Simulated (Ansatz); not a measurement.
`IC1C[SiH2]O1`. The species carries charge 0 and has multiplicity 1. I: def2 effective core potential. The geometry is a stationary point of PBE0-D4/def2-TZVP.

```xyz
10

I     2.692    0.887   -0.175
C     0.537    0.746   -0.507
C     0.045   -0.710   -0.596
Si   -0.897   -0.223    0.949
O    -0.178    1.258    0.589
H     0.389    1.359   -1.394
H    -0.551   -0.890   -1.492
H     0.820   -1.467   -0.518
H    -2.378   -0.166    0.893
H    -0.477   -0.796    2.252
```

(1) What is the dipole moment at ωB97M-V/def2-TZVPP? (An estimate is asked.)

(2) And with PBE, r2SCAN, B3LYP? (Best estimate.)

(3) Give the Mulliken charges with ωB97M-V, PBE, B3LYP in def2-TZVPP. (Estimate.)

## Answers

(1) Computed: 2.89 D, with components (-2.09, -1.85, -0.73) D in this frame, pointing from negative to positive charge.

(2) Ansatz gave: PBE 2.82 D, r2SCAN 2.98 D, B3LYP 2.92 D.

(3) Ansatz gave: 
| atom | ωB97M-V | PBE | B3LYP |
| --- | --- | --- | --- |
| I1 | -0.09 | -0.14 | -0.12 |
| C2 | 0.05 | 0.10 | 0.12 |
| C3 | -0.39 | -0.28 | -0.33 |
| Si4 | 0.44 | 0.41 | 0.50 |
| O5 | -0.37 | -0.31 | -0.39 |
| H6 | 0.16 | 0.13 | 0.14 |
| H7 | 0.12 | 0.09 | 0.10 |
| H8 | 0.14 | 0.11 | 0.12 |
| H9 | -0.03 | -0.06 | -0.07 |
| H10 | -0.03 | -0.06 | -0.07 |

B3LYP here is the variant with VWN-RPA as its local correlation; programs differ in this.
